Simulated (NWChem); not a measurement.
# C₅H₄; SMILES C=C=CC#C

```xyz
9

C      0.4605     2.3999     0.0000
C     -0.0793     1.3131     0.0000
C     -0.7500     0.0563     0.0000
C     -0.1392    -1.1134     0.0000
C      0.4499    -2.2766     0.0000
H      0.9466     3.3578     0.0000
H     -1.8489     0.0715     0.0000
H      0.7083    -2.7824     0.9372
H      0.7083    -2.7824    -0.9372
```
Atoms are numbered in this order, from 1.

Results from NWChem. Geometry optimised at PBE0/def2-SVP; all other runs use it. 

```csv
quantity,level,value
"vertical ionisation energy, ΔSCF (eV)",PBE/def2-SVP,…
"isotropic polarisability (bohr³), static",PBE0/def2-SVPD,64.8
solvation free energy (kcal/mol) in water,"PBE0/def2-SVP, SMD",…
"vertical, lowest excitation, singlet (eV)","PBE0/def2-SVPD, TDA",…
dipole (D),PBE0/def2-SVP,0.72
highest harmonic frequency (cm⁻¹),PBE0/def2-SVP,3491
```

What belongs in the gaps?


- vertical ionisation energy, ΔSCF (eV), value: 8.92
- solvation free energy (kcal/mol) in water, value: -0.1
- vertical, lowest excitation, singlet (eV), value: 5.26
